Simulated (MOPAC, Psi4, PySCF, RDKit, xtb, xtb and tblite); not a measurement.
Relaxed torsion scan: SMILES C(#N)CSC (C₃H₅NS), singlet. Scanned: dihedral C1–S2–C3–C4; all other coordinates were relaxed at B3LYP-D3(BJ)/def2-SVP. Points at φ and −φ are mirror images.

Geometry of the scan point at 60° (Å):
```
10

C     -1.5509     0.0635    -0.2336
S     -0.2470    -0.3399    -1.4370
C      1.1816    -0.4851    -0.2959
C      0.9998    -1.5221     0.7157
N      0.7995    -2.3297     1.5223
H     -1.3471     1.0183     0.2748
H     -1.6674    -0.7416     0.5069
H     -2.4825     0.1576    -0.8091
H      2.0520    -0.7243    -0.9256
H      1.3805     0.4793     0.1996
```

Methods: GFN2-xTB, on its own relaxed geometries (the stored frames are those of B3LYP-D3(BJ)/def2-SVP) (xtb and tblite); MMFF94 // B3LYP-D3(BJ)/def2-SVP (RDKit); B3LYP/def2-TZVP // B3LYP-D3(BJ)/def2-SVP (Psi4); B3LYP-D3(BJ)/def2-TZVP // B3LYP-D3(BJ)/def2-SVP (Psi4); PBE/def2-TZVP // B3LYP-D3(BJ)/def2-SVP (Psi4); PBE-D3(BJ)/def2-TZVP // B3LYP-D3(BJ)/def2-SVP (Psi4); MP2/cc-pVTZ = Psi4 with DF-MP2 (frozen core)/cc-pVTZ // B3LYP-D3(BJ)/def2-SVP; HF/cc-pVTZ // B3LYP-D3(BJ)/def2-SVP (Psi4); UFF // B3LYP-D3(BJ)/def2-SVP (RDKit); PM7, restricted, heats of formation // B3LYP-D3(BJ)/def2-SVP (MOPAC); PM3, restricted, heats of formation // B3LYP-D3(BJ)/def2-SVP (MOPAC); GFN1-xTB // B3LYP-D3(BJ)/def2-SVP (xtb); RKS-B3LYP/6-31G* = restricted B3LYP/6-31G*, spherical d // B3LYP-D3(BJ)/def2-SVP (PySCF 2.14.0).

Least-squares fit of E(φ) = a0 + Σ (a_n cos nφ + b_n sin nφ), n = 1 to 4, to the 12 scan points, in kJ/mol above the lowest point of each profile (levels whose profile four harmonics don't fit are not listed):

| method | a0 | a1 | b1 | a2 | b2 | a3 | b3 | a4 | b4 | rms of fit |
|---|---|---|---|---|---|---|---|---|---|---|
| GFN2-xTB | 6.06 | -3.91 | 0.00 | 2.32 | 0.00 | 2.84 | 0.00 | 0.01 | 0.00 | 0.09 |
| MMFF94 | 6.76 | -0.86 | 0.00 | 2.99 | 0.00 | 4.77 | 0.00 | -0.51 | 0.00 | 0.32 |
| B3LYP/def2-TZVP | 6.69 | -1.69 | 0.00 | 2.48 | 0.00 | 4.53 | 0.00 | 0.12 | 0.00 | 0.03 |
| B3LYP-D3(BJ)/def2-TZVP | 7.57 | -3.08 | 0.00 | 2.21 | 0.00 | 4.78 | 0.00 | 0.19 | 0.00 | 0.05 |
| PBE/def2-TZVP | 6.99 | -2.41 | 0.00 | 2.43 | 0.00 | 4.47 | 0.00 | 0.20 | 0.00 | 0.03 |
| PBE-D3(BJ)/def2-TZVP | 7.51 | -3.23 | 0.00 | 2.29 | 0.00 | 4.61 | 0.00 | 0.23 | 0.00 | 0.03 |
| MP2/cc-pVTZ | 8.11 | -3.22 | 0.00 | 2.02 | 0.00 | 5.31 | 0.00 | 0.28 | 0.00 | 0.06 |
| HF/cc-pVTZ | 7.19 | -0.99 | 0.00 | 2.78 | 0.00 | 5.22 | 0.00 | 0.02 | 0.00 | 0.09 |
| UFF | 12.18 | 9.67 | 0.00 | 4.10 | 0.00 | 6.57 | 0.00 | -0.46 | 0.00 | 0.62 |
| PM7 | 3.37 | -2.04 | 0.00 | 2.04 | 0.00 | 1.32 | 0.00 | -0.01 | 0.00 | 0.02 |
| PM3 | 3.14 | -0.95 | 0.00 | 2.89 | 0.00 | 1.26 | 0.00 | -0.21 | 0.00 | 0.06 |
| GFN1-xTB | 4.26 | -2.79 | 0.00 | 1.23 | 0.00 | 2.17 | 0.00 | 0.06 | 0.00 | 0.05 |
| RKS-B3LYP/6-31G* | 6.96 | -2.17 | 0.00 | 2.24 | 0.00 | 4.62 | 0.00 | 0.26 | 0.00 | 0.01 |
